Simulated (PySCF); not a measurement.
MoBr₅, SMILES [Mo]([Br])([Br])([Br])([Br])[Br] (connectivity only; charge and spin as stated), neutral, multiplicity 2.

The structure is a stationary point at B3LYP-D3(BJ)/def2-SVP. The spin state was assumed, not searched. The def2 effective core potentials stand for the cores of Mo; spin–orbit coupling is left out.

These are PBE/def2-TZVP (PySCF) values and carry that method's errors.

Computed frontier levels, dipole moment:
- α spin, highest occupied and lowest empty level: -5.86 and -5.75 eV
- β spin, highest occupied and lowest empty level: -6.76 and -5.43 eV
- dipole moment: 0.90 D
- quadrupole, principal values (traceless, Buckingham form, about the centre of nuclear charge): -6.76, 0.95, 5.81 D·Å
- ⟨S²⟩: 0.760 (pure state 0.75)
